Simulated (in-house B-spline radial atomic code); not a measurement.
Inner levels of barium as electrons are removed. A shift is the extra binding of the orbital against the neutral atom ([Xe] 6s2). The density at the nucleus is averaged over the nuclear charge. Computed with a radial B-spline atomic code at the basis-set limit: Dirac-Hartree-Fock, average of the configuration, finite nuclei.

```tsv
ion	configuration	shift of 2s1/2 (eV)	shift of 5p3/2 (eV)	shift of 3d3/2 (eV)	radius of 2s1/2 (bohr)	radius of 5p3/2 (bohr)	radius of 3d3/2 (bohr)	Σ<r²> (bohr²)	change of density at nucleus (bohr⁻³)
Ba	[Xe] 6s2	0	0	0	0.10916	1.9506	0.26357	103.57	-
Ba+	[Xe] 6s1	5.4234	5.3317	5.425	0.10916	1.9418	0.26357	67.694	-6.207
Ba2+	[Kr] 4d10 5s2 5p6	12.013	11.713	12.016	0.10916	1.9275	0.26357	44.304	-18.725
Ba3+	[Kr] 4d10 5s2 5p5	25.476	23.037	25.383	0.10916	1.8639	0.26355	38.571	-5.148
Ba4+	[Kr] 4d10 5s2 5p4	39.906	34.943	39.687	0.10916	1.809	0.26353	33.567	9.681
Ba5+	[Kr] 4d10 5s2 5p3	55.241	47.387	54.862	0.10916	1.76	0.26351	29.126	25.7
Ba6+	[Kr] 4d10 5s2 5p2	71.433	60.33	70.859	0.10916	1.7158	0.26348	25.134	42.88
Ba7+	[Kr] 4d10 5s2 5p1	88.446	73.745	87.639	0.10916	1.6755	0.26344	21.51	61.166
```
